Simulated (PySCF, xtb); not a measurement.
W(NH)(S)(OH)(SH) (H3NOS2W), SMILES [NH]=[W]([OH])(=[S])[SH], multiplicity 1. Other conformers were not sampled.

Harmonic wavenumbers (cm⁻¹) from xtb with GFN2-xTB at its own minimum, in rising order: 112, 131, 143, 148, 187, 212, 296, 389, 475, 483, 517, 522, 550, 645, 922, 2309, 3338, 3546.

Question: What does PBE-D3(BJ)/def2-SVP (PySCF) give at its own minimum? (The exact figures need the calculation; the answer reports its results.)

Answer: 131, 147, 180, 206, 223, 304, 329, 376, 510, 545, 601, 626, 645, 709, 971, 2587, 3512, 3744. Paired by order, the mean absolute difference is 80 cm⁻¹ and the zero-point energies are 21.3 and 23.4 kcal/mol.
